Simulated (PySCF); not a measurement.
Excitations are Tamm–Dancoff values on a coarser integration grid. The basis has no diffuse functions, so Rydberg states are missing or too high.

**[B(F)3(CH3CN)] (charge 0, multiplicity 1)**

Method: PBE-D3(BJ)/def2-TZVP // PBE-D3(BJ)/def2-SVP in PySCF.

```
Property                                                          Result
----------------------------------------  ------------------------------
HOMO                                                            -8.02 eV
dipole moment                                                  1.774 e·Å
HOMO–LUMO gap                                                    5.97 eV
LUMO                                                            -2.05 eV
S1 excitation (TDA)                                              5.99 eV
S1 oscillator strength                                             0.001
T1 excitation (TDA)                                              5.96 eV
S1–T1 gap (TDA)                                                  0.04 eV
charge on the central atom (Mulliken)                             0.45 e
charge on the central atom (meta-Löwdin)                          0.66 e
total energy                                                -457.0373 Ha
cost                                      around 19 core-minutes (rough)
```

```xyz
10

B      0.0207    -0.0068    -0.0172
F     -0.2940     1.2385    -0.4737
F      0.7953    -0.0519     1.1035
F     -0.9733    -0.9368    -0.0918
C      2.7836    -1.4205    -3.1080
C      1.8733    -0.9516    -2.0816
N      1.1425    -0.5760    -1.2598
H      3.6170    -1.9852    -2.6451
H      3.1983    -0.5587    -3.6675
H      2.2462    -2.0842    -3.8140
```
